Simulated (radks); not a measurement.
Numerical settings for neutral bismuth, [Hg] 6p3. Method: scalar-relativistic Kohn-Sham, PBE, spin-unpolarised, spherical densities, point nucleus; computed with a radial shooting solver on a logarithmic mesh with Libxc functionals. The defaults (mesh step 0.008 in ln r, mesh end at 40 bohr or more with all orbitals vanishing there, Anderson mixing 0.5 over 9 steps, residual threshold near 1e-9 with the energy settled to 1e-9 hartree or 1e-11 of itself, here a cap of 81 iterations) give E = -21530.771 hartree and 6p at -4.571 eV in 13 iterations. Run on one thread of a shared host, so times are rough (Arm Neoverse V2): 0.15 s of CPU time, 0.15 s wall, 13 iterations on 2728 mesh points. Changes against that run (0 stands for a change within the tolerance of the run):

| setting | iterations | converged | E (mhartree) | e(6p) (meV) | CPU (s) |
|---|---|---|---|---|---|
| mesh step in ln r 0.03 | 13 | yes | +0.00185 | 0 | 0.05 |
| mesh step in ln r 0.08 | 4 | no | diverged | - | 0.05 |
| mesh step in ln r 0.2 | 4 | no | diverged | - | 0.01 |
| mesh end (bohr) 8 | 14 | yes | +5.29 | +239 | 0.15 |
| mesh end (bohr) 1 | 14 | level above zero | +4.07e+05 | +1.31e+06 | 0.14 |
| residual threshold 1e-05 | 9 | yes | 0 | -0.0503 | 0.12 |
| residual threshold 0.01 | 9 | yes | 0 | -0.0503 | 0.12 |
| mixing 1 | 13 | yes | 0 | 0 | 0.15 |
| linear mixing, mixing 0.05 | 81 | no | -7.68 | -40.7 | 0.86 |
| linear mixing, mixing 0.8 | 81 | no | -0.000921 | -0.0439 | 0.9 |
| mixing history 3 | 16 | yes | 0 | 0 | 0.17 |
| iteration cap 8 | 8 | no | 0 | -0.0503 | 0.1 |

Settled on a wrong energy, with an occupied level pushed above zero by the early mesh end: mesh end (bohr) 1 (+407 hartree). Apart from these: settings that end as converged yet miss the energy by more than 1 mhartree: mesh end (bohr) 8 (+0.00529 hartree). A mesh that ends early acts as a hard wall.
